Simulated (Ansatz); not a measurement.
Sn3H2. The state is a singlet with charge 0. Geometry PBE-D4/def2-SVP; atoms count from 1.

| atom | x (Å) | y (Å) | z (Å) |
| --- | --- | --- | --- |
| Sn1 | -0.1642 | -0.0989 | 0.9793 |
| Sn2 | 2.2659 | 0.9253 | 0.3958 |
| Sn3 | 0.5525 | 0.2895 | -1.9232 |
| H4 | -1.7055 | -0.7527 | 1.4866 |
| H5 | -0.9486 | -0.3632 | -0.9385 |

In the def2 sets Sn takes a core potential; there is no spin–orbit coupling. The restricted singlet is unstable towards broken spin symmetry in Hartree–Fock (as tested in another run); at PBE0-D4/def2-TZVP this wasn't settled. Another isomer (singlet) lies 0.28 eV lower at PBE0-D4/def2-TZVP; other spin states weren't run for this one.

Estimate the Mulliken populations from the PBE0/def2-TZVP orbitals of Ansatz.


```tsv
atom	charge (e)
Sn1	-0.06
Sn2	0.07
Sn3	0.02
H4	-0.02
H5	-0.01
```
Mulliken values depend strongly on the basis.

And the Mayer bond orders between heavy atoms (over 0.3)?

Sn1–Sn2 1.34 (2.70 Å); Sn1–Sn3 0.91 (3.01 Å); Sn2–Sn3 1.11 (2.95 Å).
